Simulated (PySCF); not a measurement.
# Fractional electron number in Tc²⁺ (technetium, charge +2)

The 4d alpha orbital of [Kr] 4d5 is emptied in steps (occupation f), with all orbitals relaxed, ending at [Kr] 4d4. Calculation: PySCF 2.14, in def2-SVP with the def2 core potential (28 electrons); a scalar-relativistic core potential. The exact energy is a straight line in f; departures are measured from the line between the end points of the same method.

```
  f  TPSS (eV)
  1      0.000
0.9     -0.554
0.7     -1.301
0.5     -1.557
0.3     -1.313
0.1     -0.565
  0      0.000
```

Q: For TPSS, how does the orbital energy at f = 1 compare with the removal energy?

A: −ε = 23.672 eV against a total-energy difference of 29.810 eV. By Janak's theorem ε = ∂E/∂f, so the gap between them reflects the curvature. Along the path −ε is 24.867 (f = 0.9), 27.297 (f = 0.7), 29.772 (f = 0.5), 32.285 (f = 0.3), 34.823 (f = 0.1) eV.

Reference removal energy between the ground levels: 29.55 eV (semi-empirical (NIST evaluation); NIST Atomic Spectra Database, ionization energies). The calculation has no spin-orbit coupling. The determinant left behind need not be the lowest term of the ion.
